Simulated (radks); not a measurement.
Results of a calculation; reference values are marked as such.
Removal energies from the potassium ion K7+, [Ne] 3s2, by Delta-SCF beside the eigenvalue of the level emptied. Code: a radial shooting solver on a logarithmic mesh with Libxc functionals. Model: scalar-relativistic Kohn-Sham, BLYP, spin-polarised, spherical densities, finite nucleus; Fermi nuclear charge, rms radius of each element as measured or else 0.836 A^(1/3) + 0.57 fm. Open shells are filled with parallel spins first.

| removed from | final configuration | Delta-SCF (eV) | -eigenvalue (eV) |
|---|---|---|---|
| 3s | [Ne] 3s1 | 154.96 | 145.88 |
| 2p | [He] 2s2 2p5 3s2 | 446.27 | 417.60 |
| 2s | [He] 2s1 2p6 3s2 | 515.39 | 489.61 |
| 1s | 1s1 2s2 2p6 3s2 | 3768.2 | 3669.0 |
